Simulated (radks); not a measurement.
Excited configurations of Ta III: one electron is placed in a higher orbital outside [Xe] 4f14 5d2. The ground configuration is [Xe] 4f14 5d3. All-electron calculation, Dirac Kohn-Sham, PBEsol, spin-unpolarised, spherical densities, point nucleus; open shells fill j = l - 1/2 first. Program: a radial shooting solver on a logarithmic mesh with Libxc functionals. Excitation = E - E(ground); binding = E(ion) - E, where the ion is the core of charge +3; n* = 3/sqrt(2 binding) in atomic units, and the quantum defect is n - n*.

outer orbital,excitation (eV),binding (eV),n*,quantum defect,eigenvalue (eV),<r> (bohr)
5f5/2,15.859,8.014,3.909,1.091,-6.305,5.508
6s1/2,0.661,23.212,2.297,3.703,-19.550,2.824
6p1/2,6.153,17.720,2.629,3.371,-14.693,3.331
6d3/2,13.558,10.315,3.446,2.554,-8.533,5.147
6f5/2,18.491,5.382,4.770,1.230,-4.425,9.542
7s1/2,12.763,11.110,3.320,3.680,-9.509,5.683
7p1/2,14.614,9.259,3.637,3.363,-7.881,6.525
7d3/2,17.578,6.295,4.410,2.590,-5.309,9.067
7f5/2,20.084,3.789,5.685,1.315,-3.205,14.57

The Delta-SCF ionisation energy is 23.873 eV (NIST Atomic Spectra Database: 23 eV, theoretical). Self-interaction in the functional shifts the binding energies and quantum defects, so they are the method's values and not measured ones. Spin polarisation and multiplet splitting are left out, so open shells lie too high by an amount that depends on their filling.

Beside tabulated values, note that spin-unpolarised runs miss the spin-polarisation part of the exchange energy of open shells.
